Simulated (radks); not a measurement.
Results of a calculation; reference values are marked as such.
Problem. These are the eigenvalues of the occupied orbitals of an atom or ion with whole-number occupations (eV). Level of theory: non-relativistic Kohn-Sham, SCAN, spin-polarised, spherical densities, point nucleus; meta-GGA in the generalised Kohn-Sham scheme (a radial shooting solver on a logarithmic mesh with Libxc functionals).

1s up: -3136.475
1s down: -3136.171
2s up: -314.4397
2s down: -314.2864
2p up: -247.4229
2p down: -247.1025
3s up: -38.3399
3s down: -36.8447
3p up: -23.2223
3p down: -21.8360

Which element is it, and in what charge state? The configuration may be excited. Open shells, if any, are filled with parallel spins first.

Solution. Z = 18, argon, charge +1: Ar+ in [Ne] 3s2 3p5. The list shows which subshells hold electrons but not how many an open one holds; the 1s level, -115.26 hartree, gives Z - s = 15.2 by -(Z - s)^2/2, which with screening narrows Z to a few neighbours, and the depths of the outer levels then fix element, charge and occupations together.
